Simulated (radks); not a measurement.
Results of a calculation; reference values are marked as such.
Spherical quantum dot in the effective-mass picture: electrons in a well V = -V0 / (1 + exp((r - R)/a)) with V0 = 28, R = 1.93, a = 0.059, with a point charge +2 (a donor) at the centre, all in effective atomic units (hartree* = m*/eps^2 hartree, bohr* = eps/m* bohr), one dielectric constant everywhere. Level of theory: non-relativistic Kohn-Sham, LDA (Slater exchange, Perdew-Wang correlation), spin-polarised, spherical densities (a radial shooting solver with Libxc functionals). Levels are named by radial order and angular momentum (1s, 1p, 1d, 2s, ...), and open shells are averaged over m. Results are scaled to m* = 0.384 and eps = 14, for which hartree* = 53.31 meV and bohr* = 1.929 nm.

N = 27, configuration 1s2 1p6 1d10 2s2 1f(up 7, down 0). This is the lowest configuration that the search found. Occupied and some empty levels:

level    occupation  eigenvalue (meV)  <r> (nm)
1s up             1           -575.41     2.213
1s down           1           -569.35     2.175
1p up             3           -524.36     2.591
1p down           3           -516.54     2.581
1d up             5           -457.72     2.740
1d down           5           -449.34     2.737
2s up             1           -430.92     1.685
2s down           1           -427.46     1.711
1f up             7           -371.78     2.849
1f down           0           -363.11     2.847
1g up             0           -267.77     2.936
2p up             0           -263.31     2.049
2p down           0           -259.16     2.050
1g down           0           -258.99     2.936
2d up             0           -118.98     2.287
2d down           0           -113.95     2.285

Energy (meV): total -24798.1, kinetic 5130.9, external -41652, Hartree 12908, exchange-correlation -1184.4.

Electron density:

r (nm)  n(r) (e/nm^3)
0.380          0.4510
0.788          0.2027
1.20           0.1103
1.60           0.1008
2.01           0.1391
2.42           0.1858
2.83           0.1865
3.24           0.1110
3.64          0.02465
4.05         0.001736
4.46        0.0001029
4.87        6.588e-06
5.27        4.472e-07
